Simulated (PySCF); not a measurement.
Computed data sheet: 1,2,3-trimethylbenzene (`c1(cccc(c1C)C)C`)

Compound: 1,2,3-trimethylbenzene, C9H12.
Geometry (GFN2-xTB, Å), atoms numbered from 1 in this order:
```xyz
21
C9H12 angstrom
C     -2.1216   -1.4511   -0.0750
C     -1.2139   -0.2569    0.0070
C     -1.7722    1.0148   -0.0047
C     -0.9777    2.1418    0.0788
C      0.3934    2.0030    0.1780
C      0.9775    0.7445    0.1889
C      2.4683    0.6204    0.2971
C      0.1730   -0.3956    0.0969
C      0.8244   -1.7482    0.1123
H     -1.9751   -2.1107    0.7793
H     -3.1615   -1.1338   -0.0862
H     -1.9329   -2.0223   -0.9840
H     -2.8452    1.1217   -0.0796
H     -1.4258    3.1246    0.0685
H      1.0204    2.8809    0.2463
H      2.7455   -0.0198    1.1336
H      2.9231    1.5971    0.4425
H      2.8859    0.1828   -0.6102
H      0.1308   -2.5356   -0.1607
H      1.6617   -1.7753   -0.5828
H      1.2128   -1.9655    1.1081
```

Some functional groups and rings: benzene ring.

GFN2-xTB geometry:

* Rotational constants A, B, C of the GFN2-xTB geometry: 2.247, 1.755, 1.004 GHz

**PBE0/pcSseg-1 ground state and GIAO shieldings, non-relativistic (PySCF)**

* Dipole moment: 0.78 D
* HOMO energy: -6.71 eV
* LUMO energy: 0.10 eV
* HOMO–LUMO gap: 6.81 eV
* Lowest Hirshfeld atomic charge: -0.12 e on C1/C7/C9
* Highest Hirshfeld atomic charge: +0.05 e on H11/H14/H17
* 13C chemical shifts (computed TMS as zero) by class: 141.0 (C2/C6), 139.5 (C8), 133.3 (C3/C5), 131.3 (C4), 23.9 (C1/C7), 17.5 (C9) ppm
* 1H chemical shifts (computed TMS as zero) by class: 7.31 (H13/H15), 7.30 (H14), 2.41 (H10/H11/H12/H16/H17/H18), 2.26 (H19/H20/H21) ppm
* Mayer bond orders between heavy atoms: C1–C2 1.08, C2–C3 1.45, C3–C4 1.45, C4–C5 1.44, C5–C6 1.45, C6–C7 1.10, C6–C8 1.37, C8–C9 1.15, C8–C2 1.38

Monoisotopic mass (most abundant isotopes): 120.0939 u.

With B = h/(8π²I), that is 505.379 GHz u Å² over I, the principal moments of inertia are 224.9, 287.9 and 503.5 u Å² (most abundant isotopes). The dipole matches unit charges of opposite sign 0.16 Å apart (1 e·Å = 4.8032 D). The rotational constants make it an asymmetric top with κ = (2B − A − C)/(A − C) = 0.21, nearer the oblate limit (+1).

Geometry: GFN2-xTB; no solvent or vibrations. NMR classes are plain means over equivalent atoms (diastereotopic ones count apart unless rotation or inversion swaps them), as if these changed places fast; in this geometry the members of some classes differ.
